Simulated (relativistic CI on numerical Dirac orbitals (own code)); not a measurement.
**Cd3+: 4d valence photoemission**

Computed with this model: Dirac-Coulomb-Breit CI, separate exchange-only KLI orbitals for each configuration, model QED (radiative potential, 1s self-energy scaled to tabulated hydrogen-like ionisation energies), valence Slater integrals scaled by 0.8, multiplet model of photoemission in the sudden approximation; configurations [Kr] 4d9 → [Kr] 4d8; 80 K; Lorentzian 0.3 eV and Gaussian 0.5 eV FWHM. Energies are those of the free ion, without screening or charge transfer. The energies are binding energies and can lie tens of eV above those of solids. S is read from ⟨S²⟩ = S(S + 1).

Field parameters in Wybourne normalisation: Oh B⁴₀ = 21Dq, B⁴₄ = √(5/14) B⁴₀. The field is a parameter set, without covalency.

Peaks in eV (height, largest 100): 50.8 (76), 51.8 (100), 53.1 (63), 53.8 (93).

Question: Which surroundings give this spectrum?
A. Oh, 10Dq = 27050 cm⁻¹
B. Oh, 10Dq = 6000 cm⁻¹
C. Oh, 10Dq = 16500 cm⁻¹
D. free ion

Answer: B. Oh, 10Dq = 6000 cm⁻¹, where the ground state has S = 0.50.
